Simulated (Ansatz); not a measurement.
`[NH2][Ge][SH]`. Charge 0, multiplicity 1.

| atom | x (Å) | y (Å) | z (Å) |
| --- | --- | --- | --- |
| N1 | 0.731 | 1.002 | 0.155 |
| Ge2 | -0.445 | -0.106 | 0.988 |
| S3 | -0.807 | -1.407 | -0.818 |
| H4 | 1.038 | 0.946 | -0.803 |
| H5 | 1.153 | 1.770 | 0.652 |
| H6 | -1.671 | -2.205 | -0.173 |

Problem. List the harmonic frequencies (cm⁻¹, unscaled) at PBE0-D4/def2-TZVP in Ansatz. (Best estimate.)

Solution. Ansatz gave: 199, 268, 376, 391, 478, 683, 706, 782, 1566, 2724, 3585, 3700.

Problem. Is this a minimum?

Solution. Yes, all 12 modes are real.

Problem. Give the ideal-gas thermochemistry at 298.15 K and 1 bar (rigid rotor, harmonic oscillator; point group Cs, symmetry number 1).

Solution. Zero-point energy 92.5 kJ/mol; H(298) − E = 108.2 kJ/mol; entropy 305.9 J/(mol·K), of which translation 168.7, rotation 106.3, vibration 30.9; G(298) − E = 17.0 kJ/mol.

Problem. Rotational constants (cm⁻¹)?

Solution. 0.3781, 0.1244, 0.09358.
